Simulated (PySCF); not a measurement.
A calculated (r2SCAN, PySCF 2.14, x2c-QZVPPall with one added diffuse shell each of s, p, d, f type, the spin-free X2C one-electron Hamiltonian (Gaussian nucleus)) atom or ion has these occupied shells.

| shell | electrons | orbital energy (eV) | rms radius, mean of both spins (bohr) |
| --- | --- | --- | --- |
| 1s α | 1 | -34370.4 | 0.0305 |
| 1s β | 1 | -34370.4 | 0.0305 |
| 2s α | 1 | -5375.5 | 0.124 |
| 2s β | 1 | -5375.5 | 0.124 |
| 2p α | 3 | -4825.5 | 0.111 |
| 2p β | 3 | -4825.5 | 0.111 |
| 3s α | 1 | -1114.7 | 0.327 |
| 3s β | 1 | -1114.7 | 0.327 |
| 3p α | 3 | -935.46 | 0.327 |
| 3p β | 3 | -935.43 | 0.327 |
| 3d α | 5 | -668.00 | 0.305 |
| 3d β | 5 | -667.96 | 0.305 |
| 4s α | 1 | -211.98 | 0.763 |
| 4s β | 1 | -211.87 | 0.763 |
| 4p α | 3 | -154.79 | 0.816 |
| 4p β | 3 | -154.68 | 0.816 |
| 4d α | 5 | -70.733 | 0.947 |
| 4d β | 5 | -70.589 | 0.947 |
| 5s α | 1 | -30.211 | 1.95 |
| 5s β | 1 | -29.023 | 1.95 |
| 5p α | 3 | -17.805 | 2.33 |
| 5p β | 2 | -16.938 | 2.33 |

Name the element and its charge.

Xe⁺ (xenon, charge +1), in [Kr] 4d10 5s2 5p5, 2P determinant.
